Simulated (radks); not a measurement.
Results of a calculation; reference values are marked as such.
Task: The lutetium ion Lu+, [Xe] 4f14 6s2. Code: a radial shooting solver on a logarithmic mesh with Libxc functionals. Model: non-relativistic Kohn-Sham, LDA (Slater exchange, Perdew-Wang correlation), spin-polarised, spherical densities, point nucleus. Every spin shell is full or empty, so the densities are truly spherical. Functionals are evaluated on that one density, not self-consistently. Rank these exchange functionals by their error against the exact value of the orbitals, and give that value: LDA, B88, revPBE, PW91, WC, SOGGA, revTPSS, MS2, Tao-Mo, TASK.

Result: Exact: -282.176 hartree. From best to worst, with 100 (|E| - |E exact|)/|E exact| (equal figures are ties): revPBE -0.02, PW91 +0.29, B88 +0.31, WC -0.42, MS2 -0.44, Tao-Mo -0.61, revTPSS -0.69, SOGGA -1.67, TASK -1.80, LDA -3.80.
